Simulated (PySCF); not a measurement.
Ga(Cl)2(NH2) (Cl2GaH2N), SMILES [NH2][Ga]([Cl])[Cl]. Atoms are numbered in the order given.

```xyz
6

Ga     0.0000     0.0000    -0.2664
Cl     0.0000    -1.8365     0.8194
Cl     0.0000     1.8365     0.8194
N      0.0000     0.0000    -2.0546
H      0.0000     0.8460    -2.6095
H      0.0000    -0.8460    -2.6095
```

The structure is a stationary point at PBE0-D3(BJ)/def2-SVP. The structure was generated by enumeration; whether it is a known compound was not checked. One conformer was computed; it need not be the lowest.

Method: r2SCAN/def2-TZVP in PySCF.

Symmetry labels are those of the subgroup C2v that the program uses (full group C2v).

**Question.** List the valence orbital energies around the gap with their symmetry. (The exact figures need the calculation; the answer reports its results.)

**Answer.** 
```
orbital  symmetry  energy (eV)
-------  --------  -----------
HOMO−7         A1       -12.37
HOMO−6         A1       -10.15
HOMO−5         B2        -9.60
HOMO−4         B1        -8.72
HOMO−3         A1        -8.26
HOMO−2         A2        -8.21
HOMO−1         B2        -8.04
HOMO           B1        -6.98
LUMO           A1        -1.71
LUMO+1         B1        -1.01
LUMO+2         A1         0.97
LUMO+3         B2         1.70
```
